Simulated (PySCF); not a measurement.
# [Pm(NH2)4]−: from a saddle point downhill

PySCF 2.14.0, RKS PBE0, Pm lcecp-1-SVP with ECP50, N def2-SVP, H def2-SVP; non-relativistic Hamiltonian with scalar-relativistic core potentials where named; density fitting; no spin-orbit coupling. Relaxed within the symmetry of its start, the geometry (D2d) is

```xyz
13

Pm    0.0000    0.0000    0.0000
N     1.1648    1.4246    1.4246
H     1.5635    1.1898    2.3355
H     1.5635    2.3355    1.1898
N    -1.1648   -1.4246    1.4246
H    -1.5635   -1.1898    2.3355
H    -1.5635   -2.3355    1.1898
N     1.1648   -1.4246   -1.4246
H     1.5635   -2.3355   -1.1898
H     1.5635   -1.1898   -2.3355
N    -1.1648    1.4246   -1.4246
H    -1.5635    2.3355   -1.1898
H    -1.5635    1.1898   -2.3355
```

and its lowest harmonic modes are -140, 33, 33, 86, 86, 97 cm⁻¹ (negative: unstable). It was moved along the lowest mode and relaxed again, within the group S4 that the move left.

Task: Where does it end, and how much lower?

Result: In S4, 0.090 eV lower, after 24 steps:
```xyz
13

Pm   -0.0001    0.0000    0.0000
N     1.3895    1.3663    1.2612
H     2.2538    1.0414    1.6996
H     1.3556    2.3696    1.4456
N    -1.3896   -1.2611    1.3663
H    -1.3559   -1.4455    2.3695
H    -2.2534   -1.7002    1.0413
N     1.3895   -1.3663   -1.2612
H     1.3556   -2.3696   -1.4456
H     2.2538   -1.0414   -1.6996
N    -1.3896    1.2611   -1.3663
H    -2.2534    1.7002   -1.0413
H    -1.3559    1.4455   -2.3695
```

Task: How do the contacts change?

Result: 
```csv
contact,saddle (Å),end (Å)
Pm1–N2 (NH2),2.327,2.321
Pm1–N5 (NH2),2.327,2.321
Pm1–N8 (NH2),2.327,2.321
Pm1–N11 (NH2),2.327,2.321
```


No frequency check is given for the end.

An lcecp potential fixes the number of 4f electrons, so in runs with it no electron can move into or out of that shell.

State: singlet in the valence, with the 4f electrons in the core potential.
